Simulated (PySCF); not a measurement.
C7H5NOS.
Atom-mapped SMILES: `[O:1]=[CH:2][c:3]1[cH:4][s:5][c:6]2[cH:7][cH:8][nH:9][c:10]12` (hydrogens: H11 on C2; H12 on C4; H13 on C7; H14 on C8; H15 on N9)

Computed with TDDFT wB97X-D/def2-SVPD, vertical, gas phase, core orbitals frozen in the response in PySCF. Isolated species at its GFN2-xTB geometry (one conformer only). Torsions of this conformer, `[O:1]=[CH:2][c:3]1[cH:4][s:5][c:6]2[cH:7][cH:8][nH:9][c:10]12`: O1–C2–C3–C4 180°.

| state | E (eV) | ν̃ (cm⁻¹) | f | symmetry | main configurations (H = HOMO, L = LUMO) |
| --- | --- | --- | --- | --- | --- |
| S1 | 4.10 | 33040 | 0.0005 | – | H-2→L (89%), H-2→L+2 (9%) |
| S2 | 4.19 | 33820 | 0.063 | A′ | H→L (87%), H-1→L (12%) |
| S3 | 4.70 | 37900 | 0.192 | A′ | H-1→L (84%), H→L (11%) |
| S4 | 5.82 | 46940 | 0.0000 | – | H→L+1 (82%) |
| S5 | 5.87 | 47380 | 0.316 | A′ | H→L+2 (91%) |
| S6 | 6.00 | 48380 | 0.0003 | – | H-1→L+1 (77%) |
| S7 | 6.13 | 49430 | 0.081 | A′ | H-3→L (75%), H-1→L+2 (19%) |
| S8 | 6.29 | 50690 | 0.010 | A″ | H→L+3 (56%), H→L+4 (26%) |

Triplets (Tamm–Dancoff): T1 2.99 eV, H→L (83%), H-3→L (8%); T2 3.61 eV, H-2→L (86%), H-2→L+2 (10%); T3 3.71 eV, H-1→L (87%).

The lowest singlet comes at 303 nm (395 kJ/mol) in the ultraviolet; it is dark (f under 0.0005); its leading configuration is HOMO-2→LUMO (89%). The strongest level in the table is S5 at 5.87 eV (211 nm, f = 0.316). Löwdin shares by element: HOMO carbon 64% or more (atoms not listed hold the other 36%); LUMO carbon 44% or more, oxygen 20%, sulfur 14% (atoms not listed hold the other 22%). The oscillator strengths of these states sum to 0.663; summed over the whole spectrum of an exact calculation they would give the number of electrons, 78 (Thomas–Reiche–Kuhn). Weighted by f, the mean energy of these states is 5.41 eV. Orbital energies (eV): HOMO-3 -10.17, HOMO-2 -9.69, HOMO-1 -8.61, HOMO -8.01, LUMO -0.13, LUMO+1 1.82, LUMO+2 1.86. Symmetry labels in Cs follow from the direction of the transition dipole and are given only for states with f of 0.002 or more. The window holds the lowest 8 singlets.

Time: 73 s (grids of density and orbitals included); peak memory 1.1 GiB. Hardware: one thread, Arm Neoverse V1 (aarch64), on a shared host.
